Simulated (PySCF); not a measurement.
# Frontier orbitals and the lowest excitations

BH5O2Si.
Z-matrix (Å and degrees, PBE0-D3(BJ)/def2-SVP geometry), rows numbered from 1:
```
O 
B   1  1.3611
O   2  1.3618  1  123.95
Si  2  2.0341  1  118.93  3   179.89
H   1  0.9650  2  115.14  3     0.14
H   3  0.9649  2  115.31  1    -0.11
H   4  1.4988  2  110.60  1  -118.82
H   4  1.4986  2  110.74  1   122.55
H   4  1.4962  2  112.07  1     1.78
```

Theory: PySCF, TDDFT PBE0/def2-SVPD, vertical, gas phase, core orbitals frozen in the response.

Frontier orbitals with the atoms that hold most of them (Löwdin shares over 4%, at most four atoms; ? is withheld):

```csv
orbital,ε (eV),atoms
LUMO+2,0.94,"Si4 28%, O3 17%, O1 12%, H6 12%"
LUMO+1,-0.12,"B2 33%, Si4 26%, O1 15%, O3 12%"
LUMO,-0.44,"B2 30%, O3 18%, O1 18%, H5 14%"
HOMO,-8.42,?
HOMO-1,-9.31,"Si4 42%, H9 32%, H8 11%, H7 8%"
HOMO-2,-9.32,"Si4 42%, H7 26%, H8 23%, B2 5%"
HOMO-3,-9.87,"O1 44%, O3 42%, B2 8%"
```

(1) Give the leading atoms of the HOMO.

(2) How does S1 compare with the orbital gap of 7.98 eV?

(3) Give energy, strength and leading configuration of S1 and S2, and follow the Löwdin shares of the leading atoms from the occupied to the empty orbital.

Results:

(1) Si4 (bonded to B and 3 H) 36%; B2 (bonded to 2 O and Si) 28%; O1 (bonded to B and H) 8%; O3 (bonded to B and H) 8%. By element: silicon 36%, boron 28%, oxygen 17%.

(2) S1 is at 6.99 eV (f = 0.027), 0.99 eV below the gap, made of HOMO→LUMO+1 (96%). Its leading pair isn't HOMO and LUMO; the energies of that pair differ by 8.30 eV. 

(3) 
- S1 (6.99 eV, f 0.027), HOMO→LUMO+1 (96%): Si4 36% → 26%, B2 28% → 33%
- S2 (7.04 eV, f 0.186), HOMO→LUMO (99%): Si4 36% → at most 14%, B2 28% → 30%, O3 8% → 18%

One conformer stands for the species.
